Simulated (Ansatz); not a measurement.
Two members of one family (Series TeX2), computed with Ansatz in the gas phase; def2 core potentials for Te, no spin–orbit coupling. The two geometries come from different levels. Binding counts from free atoms in the multiplicity of their measured ground term, without zero-point energy. A dash marks a value that wasn't run or was left out as unsound. The structures are stationary points that may keep the symmetry of their start.

First: TeF2 (singlet, charge 0, PBE0-D4/def2-TZVP geometry).

Cartesian coordinates in Å:
```
Te -0.1723 -0.7991 -0.2438
F 1.3050 -0.0219 0.6410
F -1.1327 0.8210 -0.3972
```

| level | HOMO (eV) | LUMO (eV) | gap (eV) | vertical IE (eV) | vertical triplet (eV) | binding per atom (eV) |
| --- | --- | --- | --- | --- | --- | --- |
| PBE-D4/def2-SVP | -5.15 | -3.27 | 1.89 | – | – | 2.57 |
| PBE-D4/def2-TZVP | -5.43 | -3.55 | 1.88 | 8.95 | 1.52 | 2.74 |
| BLYP-D4/def2-TZVP | -5.30 | -3.47 | 1.83 | – | – | 2.67 |
| PBE0-D4/def2-TZVP | -6.68 | -2.73 | 3.95 | 9.20 | 1.56 | 2.45 |
| BHLYP-D4/def2-TZVP | -7.79 | -1.86 | 5.93 | – | – | 2.19 |

Second: Te(CN)2 (singlet, charge 0, B3LYP-D4/def2-SVP geometry).

```xyz
5

Te   -0.585    0.719    1.075
C    -0.446    1.083   -0.956
N    -0.412    1.359   -2.084
C     0.439   -1.073    0.970
N     1.004   -2.088    0.995
```

Task: Estimate the same table for the second.

Result: 
```json
{"level": "PBE-D4/def2-SVP", "HOMO (eV)": "-6.79", "LUMO (eV)": "-3.52", "gap (eV)": "3.26", "vertical IE (eV)": "–", "vertical triplet (eV)": "–", "binding per atom (eV)": "4.93"}
{"level": "PBE-D4/def2-TZVP", "HOMO (eV)": "-6.95", "LUMO (eV)": "-3.72", "gap (eV)": "3.23", "vertical IE (eV)": "9.89", "vertical triplet (eV)": "2.98", "binding per atom (eV)": "4.93"}
{"level": "BLYP-D4/def2-TZVP", "HOMO (eV)": "-6.78", "LUMO (eV)": "-3.62", "gap (eV)": "3.16", "vertical IE (eV)": "–", "vertical triplet (eV)": "–", "binding per atom (eV)": "4.77"}
{"level": "PBE0-D4/def2-TZVP", "HOMO (eV)": "-8.04", "LUMO (eV)": "-2.91", "gap (eV)": "5.13", "vertical IE (eV)": "10.10", "vertical triplet (eV)": "3.05", "binding per atom (eV)": "4.60"}
{"level": "BHLYP-D4/def2-TZVP", "HOMO (eV)": "-8.98", "LUMO (eV)": "-2.02", "gap (eV)": "6.96", "vertical IE (eV)": "–", "vertical triplet (eV)": "–", "binding per atom (eV)": "4.19"}
```
